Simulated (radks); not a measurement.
Task: Neutral magnesium, [Ne] 3s2. All-electron calculation, non-relativistic Kohn-Sham, LDA (Slater exchange, Perdew-Wang correlation), spin-polarised, spherical densities, point nucleus. Program: a radial shooting solver on a logarithmic mesh with Libxc functionals. Every spin shell is full or empty, so the densities are truly spherical. Functionals are evaluated on that one density, not self-consistently. Rank these orbital-free kinetic functionals by their error against the exact value of the orbitals, and give that value: Thomas-Fermi, von Weizsacker, TF + vW, TF + vW/9, revAPBEK, Perdew 92, Thakkar, Pearson, Ernzerhof.

Result: Exact: 198.540 hartree. From best to worst, with 100 (|E| - |E exact|)/|E exact| (equal figures are ties): Thakkar -0.08, Ernzerhof +0.14, Perdew 92 -0.59, revAPBEK +0.60, TF + vW/9 -0.61, Pearson -2.01, Thomas-Fermi -7.95, von Weizsacker -33.93, TF + vW +58.12.
